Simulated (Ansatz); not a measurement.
A CCSD(T) single point on `F[SiH2]N[SiH2]F`.

```yaml
crystal:
  periodic: [false, false, false]
  atoms:
    - {symbol: F, position_ang: [-1.035827, -2.240795, 0.780615]}
    - {symbol: Si, position_ang: [-1.170038, -1.003100, -0.221670]}
    - {symbol: N, position_ang: [-0.365107, 0.393244, 0.360506]}
    - {symbol: Si, position_ang: [1.227060, 0.927803, 0.020109]}
    - {symbol: F, position_ang: [2.279503, 0.429734, 1.114991]}
    - {symbol: H, position_ang: [-0.534455, -1.397591, -1.495995]}
    - {symbol: H, position_ang: [-2.618392, -0.726074, -0.338092]}
    - {symbol: H, position_ang: [-0.861973, 0.921749, 1.065883]}
    - {symbol: H, position_ang: [1.269870, 2.405991, 0.054099]}
    - {symbol: H, position_ang: [1.634458, 0.349538, -1.277246]}
basis:
  gaussian: {orbitals: def2-TZVPP}
correlation: {method: ccsd_t}
```

```sh
$ ansatz run in.yaml --threads 4 --pin off --events-out ev --progress --plain --max-ram 10444MiB
```

Log, shortened:

```
Functional definition: HF
1472 factors; integrals over basis functions are off by at most 8.5e-4 eV
mean field evaluation 1: about -22701.9125 eV, gradient 4.7e1 eV
mean field evaluation 2: about -22702.1459 eV, gradient 4.8e1 eV
mean field evaluation 4: about -22706.4667 eV, gradient 3.3e0 eV
mean field evaluation 8: about -22706.5228 eV, gradient 1.8e-1 eV
mean field -22706.52285563 eV, -834.4493239104 hartree, gradient 1.9e-6 eV, S^2 0.000000; 0 other end points of the search recorded, 0 dependent functions left out
13 core orbitals not correlated: weight in the atoms' cores, before any rotation towards them, 1.000 or more for the frozen orbitals, at most 0.000 for the correlated occupied ones
reference -22706.52285563 eV, -834.4493239104 hartree; 16, 16 occupied and 218, 218 virtual orbitals, 1472 factors
second order -25.90119524 eV of doubles, -0.00000000 eV of singles
cycle   1  -26.12247709 eV  change   -2.2e-1 eV  update   1.1e-1
cycle   2  -26.70196159 eV  change   -5.8e-1 eV  update   3.1e-2
cycle   3  -26.83954116 eV  change   -1.4e-1 eV  update   1.5e-2
cycle   4  -26.82334299 eV  change    1.6e-2 eV  update   3.2e-3
cycle   5  -26.82135282 eV  change    2.0e-3 eV  update   1.3e-3
cycle   6  -26.82226264 eV  change   -9.1e-4 eV  update   4.0e-4
cycle   7  -26.82207756 eV  change    1.9e-4 eV  update   1.4e-4
cycle   8  -26.82198744 eV  change    9.0e-5 eV  update   4.2e-5
cycle   9  -26.82199946 eV  change   -1.2e-5 eV  update   1.7e-5
perturbative correction -0.83724856 eV, -0.0307683172 hartree
Total energy: -22734.18210365 eV, -835.4657825271 hartree
```

It took 2.6 min on 4 threads of an Arm Neoverse V2 on a shared host, with 5 GiB of host memory at the peak.

The correlation energy is -27.659 eV, 3.0 % of it from (T); the T1 diagnostic reads 0.0116.
